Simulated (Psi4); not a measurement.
Two rigid molecules brought together: H4Si ··· Cl2 (SMILES [SiH4] and ClCl), singlet. Monomers: optimised at B3LYP-D3(BJ) (def2-TZVP), held rigid. Orientation: lowest of the rigid-body minima from ten starts at GFN2-xTB. Only R, the distance of the centres of mass, is varied, so the lowest point isn't the relaxed dimer.

- PBE/def2-TZVP, counterpoise-corrected (Psi4)
- PBE-D3(BJ)/def2-TZVP, counterpoise-corrected (Psi4)
- SAPT0/jun-cc-pVDZ, frozen core (Psi4)

Interaction energies in kJ/mol; the last columns give the difference from SAPT0:

```json
[
 {"R / Å": "3.64", "PBE/def2-TZVP": "23.22", "PBE-D3(BJ)/def2-TZVP": "17.15", "SAPT0/jun-cc-pVDZ": "43.89", "PBE/def2-TZVP − SAPT0/jun-cc-pVDZ": "-20.67", "PBE-D3(BJ)/def2-TZVP − SAPT0/jun-cc-pVDZ": "-26.75"},
 {"R / Å": "3.82", "PBE/def2-TZVP": "11.10", "PBE-D3(BJ)/def2-TZVP": "5.50", "SAPT0/jun-cc-pVDZ": "24.10", "PBE/def2-TZVP − SAPT0/jun-cc-pVDZ": "-13.00", "PBE-D3(BJ)/def2-TZVP − SAPT0/jun-cc-pVDZ": "-18.61"},
 {"R / Å": "4.00", "PBE/def2-TZVP": "4.67", "PBE-D3(BJ)/def2-TZVP": "-0.46", "SAPT0/jun-cc-pVDZ": "12.50", "PBE/def2-TZVP − SAPT0/jun-cc-pVDZ": "-7.84", "PBE-D3(BJ)/def2-TZVP − SAPT0/jun-cc-pVDZ": "-12.97"},
 {"R / Å": "4.20", "PBE/def2-TZVP": "1.16", "PBE-D3(BJ)/def2-TZVP": "-3.43", "SAPT0/jun-cc-pVDZ": "5.41", "PBE/def2-TZVP − SAPT0/jun-cc-pVDZ": "-4.25", "PBE-D3(BJ)/def2-TZVP − SAPT0/jun-cc-pVDZ": "-8.84"},
 {"R / Å": "4.44", "PBE/def2-TZVP": "-0.53", "PBE-D3(BJ)/def2-TZVP": "-4.45", "SAPT0/jun-cc-pVDZ": "1.38", "PBE/def2-TZVP − SAPT0/jun-cc-pVDZ": "-1.91", "PBE-D3(BJ)/def2-TZVP − SAPT0/jun-cc-pVDZ": "-5.83"},
 {"R / Å": "4.61", "PBE/def2-TZVP": "-0.94", "PBE-D3(BJ)/def2-TZVP": "-4.39", "SAPT0/jun-cc-pVDZ": "0.10", "PBE/def2-TZVP − SAPT0/jun-cc-pVDZ": "-1.04", "PBE-D3(BJ)/def2-TZVP − SAPT0/jun-cc-pVDZ": "-4.49"},
 {"R / Å": "4.87", "PBE/def2-TZVP": "-1.01", "PBE-D3(BJ)/def2-TZVP": "-3.78", "SAPT0/jun-cc-pVDZ": "-0.64", "PBE/def2-TZVP − SAPT0/jun-cc-pVDZ": "-0.38", "PBE-D3(BJ)/def2-TZVP − SAPT0/jun-cc-pVDZ": "-3.14"},
 {"R / Å": "5.20", "PBE/def2-TZVP": "-0.78", "PBE-D3(BJ)/def2-TZVP": "-2.79", "SAPT0/jun-cc-pVDZ": "-0.73", "PBE/def2-TZVP − SAPT0/jun-cc-pVDZ": "-0.06", "PBE-D3(BJ)/def2-TZVP − SAPT0/jun-cc-pVDZ": "-2.07"},
 {"R / Å": "5.70", "PBE/def2-TZVP": "-0.38", "PBE-D3(BJ)/def2-TZVP": "-1.57", "SAPT0/jun-cc-pVDZ": "-0.48", "PBE/def2-TZVP − SAPT0/jun-cc-pVDZ": "0.10", "PBE-D3(BJ)/def2-TZVP − SAPT0/jun-cc-pVDZ": "-1.09"},
 {"R / Å": "6.41", "PBE/def2-TZVP": "-0.07", "PBE-D3(BJ)/def2-TZVP": "-0.63", "SAPT0/jun-cc-pVDZ": "-0.22", "PBE/def2-TZVP − SAPT0/jun-cc-pVDZ": "0.15", "PBE-D3(BJ)/def2-TZVP − SAPT0/jun-cc-pVDZ": "-0.41"},
 {"R / Å": "7.37", "PBE/def2-TZVP": "0.02", "PBE-D3(BJ)/def2-TZVP": "-0.20", "SAPT0/jun-cc-pVDZ": "-0.09", "PBE/def2-TZVP − SAPT0/jun-cc-pVDZ": "0.10", "PBE-D3(BJ)/def2-TZVP − SAPT0/jun-cc-pVDZ": "-0.12"},
 {"R / Å": "8.71", "PBE/def2-TZVP": "0.01", "PBE-D3(BJ)/def2-TZVP": "-0.06", "SAPT0/jun-cc-pVDZ": "-0.03", "PBE/def2-TZVP − SAPT0/jun-cc-pVDZ": "0.04", "PBE-D3(BJ)/def2-TZVP − SAPT0/jun-cc-pVDZ": "-0.03"}
]
```

PBE/def2-TZVP is furthest from SAPT0/jun-cc-pVDZ at 3.64 (-20.67 kJ/mol, below); its mean absolute difference over the points is 4.13 kJ/mol.

PBE-D3(BJ)/def2-TZVP is furthest from SAPT0/jun-cc-pVDZ at 3.64 (-26.75 kJ/mol, below); its mean absolute difference over the points is 7.03 kJ/mol.
